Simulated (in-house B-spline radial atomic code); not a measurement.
K⁸⁺. Computed with a B-spline radial atomic code. Model: all-electron spherical atom, spin shells full or empty, radial basis limit, no spin-orbit coupling: exact exchange with a local potential (Slater, KLI or optimised effective potential, whose far tail is KLI's), no correlation.

Empty minority-spin level lies below the highest occupied level: each spin potential is zero at infinity, spin occupations fixed.

The run also made RPA and GW results, which its time includes.

The Slater potential averages the orbital exchange potentials with the orbital densities as weights, KLI adds orbital constants, and the optimised effective potential minimises the exact-exchange energy among local potentials. So their energies lie above Hartree-Fock in the order OEP, KLI, Slater. All fall off as −1/r, unlike LDA and GGA exchange.

Command:
```bash
python run_gw.py task.json out
```
Settings (nuclear radius in fm, other lengths in bohr, energies in hartree):
```
Z                      19
electrons              11
configuration          [Ne] 3s1
hamiltonian            x2c
method                 oep
lmax                   9
rms_radius             3.4349
spin_polarised         True
box_radius             7.7
intervals              98
ion_configuration      [He] 2s2 2p6
```

Run time, properties included: 7.9 s on 1 thread of Arm Neoverse N1, with other jobs on the host.

Given: hamiltonian one-electron scalar X2C; mean-field start exchange-only OEP.

Computed: energy above Hartree-Fock 2.8136 millihartree.

```csv
radius (bohr),r times exchange potential up (hartree bohr),r times exchange potential down (hartree bohr)
0.00263,-0.041065,-0.04294
0.00317,-0.049453,-0.051713
0.00381,-0.059359,-0.062077
0.00459,-0.071379,-0.074655
0.00553,-0.08577,-0.089721
0.00666,-0.10291,-0.10767
0.00801,-0.12312,-0.12886
0.00965,-0.14724,-0.15417
0.0116,-0.17524,-0.18358
0.014,-0.20855,-0.21867
0.0168,-0.24568,-0.25787
0.0203,-0.28928,-0.3041
0.0244,-0.33619,-0.35415
0.0294,-0.38718,-0.40903
0.0354,-0.43941,-0.46601
0.0426,?,?
0.0513,-0.53329,-0.5729
0.0618,?,?
0.0743,-0.57023,-0.62976
0.0895,-0.54518,-0.61881
0.108,-0.49591,-0.58695
0.13,-0.48583,-0.59369
0.156,-0.57844,-0.70163
0.188,-0.73035,-0.87544
0.226,-0.86392,-1.0391
0.273,-0.96604,-1.1804
0.328,-1.0258,-1.286
0.395,-1.0321,-1.3489
0.476,-0.96545,-1.3605
0.573,-0.81127,-1.3279
0.69,-0.66365,-1.2692
0.83,-0.77675,-1.2045
1,-0.91716,-1.1468
1.2,-0.96927,-1.0948
1.45,-0.98936,-1.037
1.74,-0.99754,-1.0046
2.1,-1.0006,-0.98609
```

What belongs in the row 0.0426?

r times exchange potential up (hartree bohr): -0.48962; r times exchange potential down (hartree bohr): -0.52205.

What belongs in the row 0.0618?

r times exchange potential up (hartree bohr): -0.56333; r times exchange potential down (hartree bohr): -0.61184.

| occupied | level (hartree) | Hartree-Fock level (hartree) |
| --- | --- | --- |
| 1s up | -136.17 | -140.55 |
| 1s down | -136.96 | -140.5 |
| 2s up | -19.406 | -20.623 |
| 2s down | -20.208 | -20.542 |
| 2p up | ? | ? |
| 2p down | -17.522 | -17.521 |
| 3s up | -6.4443 | -6.4438 |

What belongs in the row 2p up?

level (hartree): -16.722; Hartree-Fock level (hartree): -17.555.

| empty | level (hartree) |
| --- | --- |
| 3s down | -6.7645 |
| 3p down | -6.0395 |
| 3p up | ? |
| 3d down | ? |
| 3d up | -4.7241 |
| 4s down | -3.3574 |
| 4s up | -3.2739 |
| 4p down | -3.0866 |
| 4p up | -3.0011 |
| 4d down | -2.7458 |
| 4d up | -2.6423 |
| 4f down | -2.5797 |

What belongs in the row 3p up?

level (hartree): -5.7251.

What belongs in the row 3d down?

level (hartree): -5.1057.

The highest level, 3s up, differs from Hartree-Fock by -0.011 eV and the deepest, 1s down, by +96.5 eV: a local potential can match the highest level but can't give each shell its own exchange.
